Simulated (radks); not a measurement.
The numbers below are computed, except where a source is named.
Task: These are the eigenvalues of the occupied orbitals of an atom or ion with whole-number occupations (eV). Level of theory: scalar-relativistic Kohn-Sham, r2SCAN, spin-polarised, spherical densities, finite nucleus; meta-GGA in the generalised Kohn-Sham scheme; Fermi nuclear charge, rms radius of each element as measured or else 0.836 A^(1/3) + 0.57 fm (a radial shooting solver on a logarithmic mesh with Libxc functionals).

1s down: -24934.36
1s up: -24934.35
2s up: -4260.562
2s down: -4251.187
2p up: -3892.638
2p down: -3885.706
3s up: -1287.447
3s down: -1277.363
3p up: -1165.462
3p down: -1154.808
3d up: -981.1447
3d down: -968.0739

Which element is it, and in what charge state? The configuration may be excited. Open shells, if any, are filled with parallel spins first.

Result: Z = 46, palladium, charge +21: Pd21+ in [Ar] 3d7. The list shows which subshells hold electrons but not how many an open one holds; the 1s level, -916.32 hartree, gives Z - s = 42.8 by -(Z - s)^2/2, which with screening and relativity narrows Z to a few neighbours, and the depths of the outer levels then fix element, charge and occupations together.
